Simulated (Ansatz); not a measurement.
Gas-phase electronic energies from Ansatz, PBE0-D4/def2-TZVP geometries. CCSD(T)/CBS is the MP2 limit (def2-TZVPP, def2-QZVPP) plus CCSD(T) − MP2 in def2-TZVPP, frozen cores. Functionals use def2-TZVPP. B3LYP here is the variant with VWN-RPA as its local correlation; programs differ in this. For Br outer-core shells are correlated without core-valence functions, which leaves a few kJ/mol of doubt a bond. Scalar relativity is left out up to krypton. One conformer a species, not always the lowest.

Consider the formal exchange of groups at the Si–Br bond: `O[SiH2][SiH2]Br` + `C=C(O)CO` → `OC[SiH2][SiH2]O` + `C=C(O)Br`.

`O[SiH2][SiH2]Br`:

```xyz
9

O    -1.620   -0.171    1.164
Si   -0.014    0.194    1.109
Si    0.659    0.230   -1.140
Br   -0.413   -1.535   -2.026
H    -1.917   -0.863    0.567
H     0.822   -0.814    1.819
H     0.152    1.513    1.768
H     0.219    1.425   -1.903
H     2.113    0.022   -1.358
```

`C=C(O)CO`:

Z-matrix (Å, degrees):
```
C
O 1 1.419
C 1 1.500 2 111.1
H 1 1.094 2 105.1 3 118.4
H 1 1.094 2 112.3 3 -124.3
H 2 0.962 1 108.2 3 70.1
O 3 1.353 1 113.7 2 41.2
C 3 1.328 1 124.1 2 -140.8
H 7 0.967 3 106.9 1 -14.8
H 8 1.081 3 119.9 1 1.7
H 8 1.082 3 121.3 1 -176.9
```

`OC[SiH2][SiH2]O`:

```xyz
13

O    -1.458   -1.922    1.428
C    -1.109   -0.639    0.936
Si    0.171   -0.830   -0.445
Si    0.844    1.291   -1.199
O     1.584    2.164    0.000
H    -2.112   -1.818    2.123
H    -1.980   -0.104    0.532
H    -0.681   -0.002    1.724
H    -0.404   -1.611   -1.575
H     1.359   -1.564    0.077
H    -0.327    2.111   -1.605
H     1.737    1.135   -2.384
H     2.377    1.790    0.386
```

`C=C(O)Br`:

Cartesian coordinates in Å:
```
C -0.280 0.862 -0.158
C 0.241 -0.268 0.297
O 0.156 -1.489 -0.254
Br 1.244 -0.338 1.887
H -0.146 1.791 0.372
H -0.854 0.867 -1.079
H -0.362 -1.425 -1.065
```

| level | ΔE (kJ/mol) |
| --- | --- |
| B3LYP-D4 | 162.0 |
| MP2/def2-TZVPP | 164.2 |
| CCSD(T)/def2-TZVPP | 162.8 |
| HF/CBS(def2) | 180.0 |

(1) What does CCSD(T)/CBS give? (Estimate.)

Largest T1 diagnostic among the species: 0.012.

## Answers

(1) Computed: +167.9 kJ/mol. The listed levels differ from it by -5.9, -3.7, -5.1, 12.1 kJ/mol.

In def2-TZVPP, CCSD(T) changes the Hartree–Fock value by −17.9 kJ/mol (the triples alone add −2.3 kJ/mol) and MP2 by −16.5 kJ/mol. From PBE to PBE0 (25 % exact exchange), in def2-TZVPP and without D4, ΔE moves by +8.9 kJ/mol.
